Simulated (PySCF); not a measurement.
## Exercise with solution: entropy of an ideal gas

SiH₃Cl, SMILES [SiH3]Cl.

Geometry: PBE-D3(BJ)/def2-TZVP. The isomer is the one that the SMILES or the coordinates give; other isomers of the formula were not compared.

PBE-D3(BJ)/def2-TZVP (PySCF) gives the harmonic wavenumbers 532, 634, 634, 912, 915, 915, 2180, 2196, 2196 cm⁻¹ and the rotational temperatures 4.0192, 0.3122, 0.3122 K. The molar mass is 66.56 g/mol, the symmetry number 3, the spin multiplicity 1.

Task: Work out the entropy at 298.15 K and 1 atm in the rigid-rotor, harmonic-oscillator model.

Result: 
Translation (Sackur–Tetrode at 1 atm): S = R[1.5 ln M + 2.5 ln T − 1.16487] = 161.1 J/(mol K).
Rotation: q = (√π/σ) T^1.5/√(θA θB θC) = 4860, S = R[ln q + 3/2] = 83.1 J/(mol K).
Vibration: with u = 1.4388 ν/T, each mode gives R[u/(e^u − 1) − ln(1 − e^−u)]:
```csv
ν (cm⁻¹),modes,u,S (J/(mol K))
532,1,2.57,2.44
634,2,3.06,3.30
912,1,4.40,0.56
915,2,4.42,1.10
```
The stiffer modes add less than 0.005 each. Sum 7.4 J/(mol K).
Spin: R ln 1 = 0.0 J/(mol K).
Total 251.6 J/(mol K); the program's own thermochemistry gives 251.6. Translation makes up 64 % and vibration 3 %. Anharmonicity, hindered rotation and orbital degeneracy are left out.
